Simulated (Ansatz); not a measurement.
H9NOSi3 can be A, `N[Si](O)([SiH3])[SiH3]`, or B, `N[SiH]([SiH3])O[SiH3]`.

Program: Ansatz. Geometries: PBE0-D4/def2-TZVP. ΔE: electronic, gas phase. CBS: MP2 limit from def2 TZ/QZ plus the TZ coupled-cluster correction, frozen cores. DFT in def2-TZVPP. B3LYP here is the variant with VWN-RPA as its local correlation; programs differ in this. Each species was taken in one conformer, which may not be the lowest.

A:

Z-matrix (Å, degrees):
```
Si
O 1 1.663
Si 1 2.350 2 109.9
N 1 1.709 2 110.8 3 -118.2
Si 1 2.350 2 110.0 3 123.6
H 2 0.959 1 117.3 3 -62.0
H 3 1.491 1 110.4 2 46.3
H 3 1.488 1 111.2 2 166.3
H 3 1.491 1 110.8 2 -73.0
H 4 1.007 1 120.9 2 -74.2
H 4 1.007 1 120.9 2 74.1
H 5 1.491 1 110.4 2 -46.1
H 5 1.491 1 110.8 2 73.3
H 5 1.488 1 111.2 2 -166.0
```

B:

```xyz
14

N    -1.922   -0.036   -0.398
Si   -0.603    0.664    0.431
Si    0.035   -0.836    2.114
O     0.715    0.992   -0.501
Si    1.520    0.449   -1.815
H    -2.560    0.504   -0.959
H    -1.974   -1.019   -0.605
H    -1.062    1.978    0.945
H    -0.982   -0.880    3.200
H     1.349   -0.461    2.705
H     0.159   -2.207    1.540
H     1.662   -1.033   -1.767
H     2.867    1.070   -1.828
H     0.796    0.815   -3.061
```

(1) Which is lower in electronic energy at CCSD(T)/CBS, and by how much? (Best estimate.)

(2) Give E(B) − E(A) in kcal/mol with CCSD/def2-TZVPP, B3LYP, r2SCAN-D4, ωB97M-V, B2PLYP, B3LYP-D4, PBE0-D4. (Estimate.)

Largest T1 diagnostic: 0.013.

Answers

(1) Computed: B, by 26.5 kcal/mol.

(2) Computed: CCSD/def2-TZVPP -27.8, B3LYP -26.7, r2SCAN-D4 -24.5, ωB97M-V -26.9, B2PLYP -27.7, B3LYP-D4 -26.3, PBE0-D4 -22.0. None reverses the order clearly.

In def2-TZVPP, CCSD(T) changes the Hartree–Fock value by +7.3 kcal/mol (the triples alone add +1.1 kcal/mol) and MP2 by +5.7 kcal/mol. From PBE to PBE0 (25 % exact exchange), in def2-TZVPP and without D4, E(B) − E(A) moves by −2.5 kcal/mol.
